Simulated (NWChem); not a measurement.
Everything below was run with NWChem. System: BClF₂, charge 0, spin multiplicity 1, at a geometry optimised with PBE0/def2-SVP. The structure started from a generated list of species. Level: G0W0@PBE0/def2-SVPD, RI basis def2-svpd-rifit.

The NWChem input:

```
start mol
memory heap 200 mb stack 700 mb global 1700 mb
geometry units angstroms nocenter noautoz
  B      0.000000     0.000000     0.441917
  F     -1.129486     0.000000     1.105867
  F      1.129486     0.000000     1.105867
  Cl     0.000000     0.000000    -1.300894
  symmetry group C2v
end
basis spherical
  * library def2-svpd
end
basis "ri basis" bse spherical
  * library def2-svpd-rifit
end
dft
  xc pbe0
  iterations 100
  direct
  tolerances tight
end
task dft energy
gw
  states alpha occ 4 vir 2
end
task dft gw
```

NWChem printed:

```
             Northwest Computational Chemistry Package (NWChem) 7.3.0
             --------------------------------------------------------

                                NWChem Input Module
                                -------------------

 Scaling coordinates for geometry "geometry" by  1.889725989
 (inverse scale =  0.529177249)

 Turning off AUTOSYM since
 SYMMETRY directive was detected!

                             Geometry "geometry" -> ""
                             -------------------------

 Output coordinates in angstroms (scale by  1.889725989 to convert to a.u.)

  No.       Tag          Charge          X              Y              Z
 ---- ---------------- ---------- -------------- -------------- --------------
    1 B                    5.0000     0.00000000     0.00000000     0.44191700
    2 F                    9.0000    -1.12948600     0.00000000     1.10586700
    3 F                    9.0000     1.12948600     0.00000000     1.10586700
    4 Cl                  17.0000     0.00000000     0.00000000    -1.30089400

 Effective nuclear repulsion energy (a.u.)     142.0413420226

            Nuclear Dipole moment (a.u.)
            ----------------------------
        X                 Y               Z
 ---------------- ---------------- ----------------
     0.0000000000     0.0000000000    -0.0000132281

      Symmetry information
      --------------------

 Group name             C2v
 Group number             16
 Group order               4
 No. of unique centers     3

      Symmetry unique atoms

     1    2    4


 Summary of "ao basis" -> "" (spherical)
 ------------------------------------------------------------------------------
       Tag                 Description            Shells   Functions and Types
 ---------------- ------------------------------  ------  ---------------------
 *                         def2-svpd                  on all atoms

 new library libraries.bse/

 Summary of "ri basis" -> "" (spherical)
 ------------------------------------------------------------------------------
       Tag                 Description            Shells   Functions and Types
 ---------------- ------------------------------  ------  ---------------------
 *                      def2-svpd-rifit               on all atoms

                                 NWChem DFT Module
                                 -----------------

 Summary of "ao basis" -> "ao basis" (spherical)
 ------------------------------------------------------------------------------
       Tag                 Description            Shells   Functions and Types
 ---------------- ------------------------------  ------  ---------------------
 B                         def2-svpd                 8       20   4s2p2d
 F                         def2-svpd                 9       23   4s3p2d
 Cl                        def2-svpd                11       27   5s4p2d

 Summary of "ao basis" -> "ao basis" (spherical)
 ------------------------------------------------------------------------------
       Tag                 Description            Shells   Functions and Types
 ---------------- ------------------------------  ------  ---------------------
 B                         def2-svpd                 8       20   4s2p2d
 F                         def2-svpd                 9       23   4s3p2d
 Cl                        def2-svpd                11       27   5s4p2d

      Symmetry analysis of basis
      --------------------------

        a1         39
[...]
    78      0.610875  4 Cl px                75      0.475055  4 Cl px
    72      0.272574  4 Cl px                27      0.133140  2 F  pz
    50     -0.133140  3 F  pz                81      0.094837  4 Cl px
    30     -0.087018  2 F  pz                53      0.087018  3 F  pz
    19     -0.040209  1 B  d  1              14      0.036786  1 B  d  1

 Vector   21  Occ=0.000000D+00  E=-1.434454D-02  Symmetry=b2
              MO Center= -2.1D-15, -1.9D-14,  1.5D-01, r^2= 2.2D+00
   Bfn.  Coefficient  Atom+Function         Bfn.  Coefficient  Atom+Function
  ----- ------------  ---------------      ----- ------------  ---------------
     6      0.654769  1 B  py                 9     -0.505703  1 B  py
    79      0.261285  4 Cl py                26     -0.236691  2 F  py
    49     -0.236691  3 F  py                29      0.204474  2 F  py
    52      0.204474  3 F  py                90     -0.175314  4 Cl d -1
    76      0.165306  4 Cl py                32      0.114446  2 F  py

 Vector   22  Occ=0.000000D+00  E= 8.267265D-04  Symmetry=a1
              MO Center= -8.8D-16,  1.1D-14,  1.9D-01, r^2= 8.9D+00
   Bfn.  Coefficient  Atom+Function         Bfn.  Coefficient  Atom+Function
  ----- ------------  ---------------      ----- ------------  ---------------
     4      2.428459  1 B  s                 71     -0.835141  4 Cl s
     3      0.805512  1 B  s                 24     -0.771467  2 F  s
    47     -0.771467  3 F  s                 83     -0.666670  4 Cl pz
    69     -0.236914  4 Cl s                 70     -0.204703  4 Cl s
    80     -0.137453  4 Cl pz                68      0.134529  4 Cl s

 Vector   23  Occ=0.000000D+00  E= 6.058127D-02  Symmetry=a1
              MO Center=  9.6D-16,  6.6D-15, -1.9D+00, r^2= 9.5D+00
   Bfn.  Coefficient  Atom+Function         Bfn.  Coefficient  Atom+Function
  ----- ------------  ---------------      ----- ------------  ---------------
    83      1.354284  4 Cl pz                 4      0.762790  1 B  s
    18      0.643871  1 B  d  0              24     -0.458643  2 F  s
    47     -0.458643  3 F  s                 10      0.447811  1 B  pz
    31     -0.429786  2 F  px                54      0.429786  3 F  px
    71     -0.303462  4 Cl s                  7     -0.238057  1 B  pz

 center of mass
 --------------
 x =   0.00000000 y =   0.00000000 z =   0.03136623

 moments of inertia (a.u.)
 ------------------
         384.865819652707           0.000000000000           0.000000000000
           0.000000000000         557.969538813259           0.000000000000
           0.000000000000           0.000000000000         173.103719160552

     Multipole analysis of the density
     ---------------------------------

     L   x y z        total         alpha         beta         nuclear
     -   - - -        -----         -----         ----         -------
     0   0 0 0     -0.000000    -20.000000    -20.000000     40.000000

     1   1 0 0      0.000000      0.000000      0.000000      0.000000
     1   0 1 0     -0.000000     -0.000000     -0.000000      0.000000
     1   0 0 1     -0.095946     -0.047966     -0.047966     -0.000013

     2   2 0 0    -22.349000    -52.176202    -52.176202     82.003404
     2   1 1 0     -0.000000     -0.000000     -0.000000      0.000000
     2   1 0 1      0.000000      0.000000      0.000000      0.000000
     2   0 2 0    -19.579028     -9.789514     -9.789514      0.000000
     2   0 1 1      0.000000      0.000000      0.000000      0.000000
     2   0 0 2    -21.209987   -103.022235   -103.022235    184.834483

 Task  times  cpu:        5.0s     wall:        5.0s

                                NWChem Input Module
                                -------------------

                                 NWChem GW Module
                                 ----------------

                             ***********************
                             ***        GW       ***
                             ***********************

 Summary of "ri basis" -> "ri basis" (spherical)
 ------------------------------------------------------------------------------
       Tag                 Description            Shells   Functions and Types
 ---------------- ------------------------------  ------  ---------------------
 B                      def2-svpd-rifit             20       64   7s6p5d2f
 F                      def2-svpd-rifit             20       64   7s6p5d2f
 Cl                     def2-svpd-rifit             24       78   9s6p6d3f

                 Memory Information
                 ------------------
          Available GA per process is          1699.9 MBs
          Available stack per process is        700.0 MBs
          Available heap per process is           0.0 MBs

          Peak memory in Initialization
              Peak GA per process is                  4.8 MBs
              Peak stack per process is               0.1 MBs
              Peak heap per process is                5.0 MBs
              Memory not in MA per process            0.0 MBs

          Peak memory in AFF Calculation
              Peak GA per process is                 23.4 MBs
              Peak stack per process is              16.3 MBs
              Peak heap per process is                0.0 MBs
              Memory not in MA per process           16.3 MBs

          Computing 2-center integrals
          Computing Inverse Cholesky factor
          Computing 3-center integrals
          Computing V_xc ...

          Computing Sigma_x
          Computing RPA polarizability
          Solving quasiparticle equations

                  Alpha Orbitals
          State     Energy (eV)     Error (eV)
          -----------------------------------
@GW        17        -15.403           0.002
@GW        18        -14.433           0.005
@GW        19        -12.404           0.004
@GW        20        -12.066           0.004
@GW        21          2.539           0.002
@GW        22          1.505           0.003

   Applying  -2.0527 eV scissor-shift to rest of particle states

   Applying   2.9288 eV scissor-shift to rest of hole states

     GW Timing Statistics
   ------------------------
   Init.   :          0.1s
     ERIs  :          0.6s
     Distr.:          0.0s
     Vxc   :          0.6s
   Sigma_x :          0.0s
   RPA     :          0.9s
   Wmn     :          0.0s
   Sigma_c :          0.0s
   GW total:          2.3s

 Task  times  cpu:        2.3s     wall:        2.3s

 Total times  cpu:        7.4s     wall:        7.4s
```
